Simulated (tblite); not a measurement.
Compound: C6H11O (doublet state).
Z-matrix (Å and degrees, GFN2-xTB geometry), rows numbered from 1:
```
C 
C   1  1.3215
C   2  1.5052  1  123.38
O   3  1.3023  2  115.15  1  -137.14
C   3  1.6334  2  107.58  1   102.30
C   5  1.5150  3  111.14  2   -55.15
C   5  1.5163  3  108.53  2  -178.84
H   1  1.0772  2  122.13  3   175.66
H   1  1.0786  2  121.73  3    -3.65
H   2  1.0807  1  121.72  3  -175.20
H   3  1.1152  2  110.65  1    -7.64
H   5  1.0925  3  103.76  2    63.99
H   6  1.0895  5  108.55  3  -179.30
H   6  1.0877  5  111.09  3   -60.54
H   6  1.0865  5  111.79  3    61.19
H   7  1.0878  5  110.87  3    69.43
H   7  1.0864  5  110.33  3   -51.10
H   7  1.0890  5  109.53  3  -170.89
```

The geometry is computed with GFN2-xTB (gas phase). This method treats the open shell by occupation alone, without spin polarisation.

Take the most abundant isotopes and a rigid rotor. The values belong to one conformer with, in the numbering `[CH2:1]=[CH:2][C@H:3]([O:4])[CH:5]([CH3:6])[CH3:7]`, C1–C2–C3–O4 -137°, C2–C3–C5–C6 -55°.

Give the principal moments of inertia and the rotational constants in MHz.

Ia = 138.83, Ib = 236.88, Ic = 342.94 u·Å²; 505379 MHz·u·Å²/I gives A = 3640, B = 2134, C = 1474 MHz.

What kind of rotor is it?

An asymmetric top; Ray's κ = -0.391.

Is it planar, by Δ = Ic − Ia − Ib?

Not planar: Δ = Ic − Ia − Ib = -32.77 u·Å². For a rigid frame Δ = −2 Σ m c², so Σ m c² = 16.38 u·Å² lies off the ab plane: 10.73 from hydrogen and 5.65 from heavier atoms. The atom farthest from that plane is 1.43 Å away.

Give the coordinates in the principal-axis frame, origin at the centre of mass.

The sense of each axis is arbitrary; atoms in the order of the calculation.
```tsv
atom	mass (u)	a (Å)	b (Å)	c (Å)
C1	12.000	2.421	0.578	0.307
C2	12.000	1.542	-0.147	-0.362
C3	12.000	0.238	-0.618	0.225
O4	15.995	-0.079	-1.851	-0.049
C5	12.000	-0.943	0.350	-0.355
C6	12.000	-0.643	1.807	-0.071
C7	12.000	-2.264	-0.088	0.246
H8	1.008	3.377	0.847	-0.109
H9	1.008	2.224	0.926	1.309
H10	1.008	1.747	-0.511	-1.359
H11	1.008	0.193	-0.391	1.316
H12	1.008	-0.934	0.154	-1.430
H13	1.008	-1.460	2.412	-0.463
H14	1.008	-0.570	1.990	0.999
H15	1.008	0.280	2.130	-0.545
H16	1.008	-2.301	0.140	1.309
H17	1.008	-2.402	-1.158	0.114
H18	1.008	-3.081	0.436	-0.248
```

For this open shell read J as N, the rotation without spin; fine and hyperfine splittings come on top. Its GFN2-xTB frequencies are all real (lowest 54 cm⁻¹). No vibrational averaging or centrifugal distortion is included, and the geometry carries the error of its method.
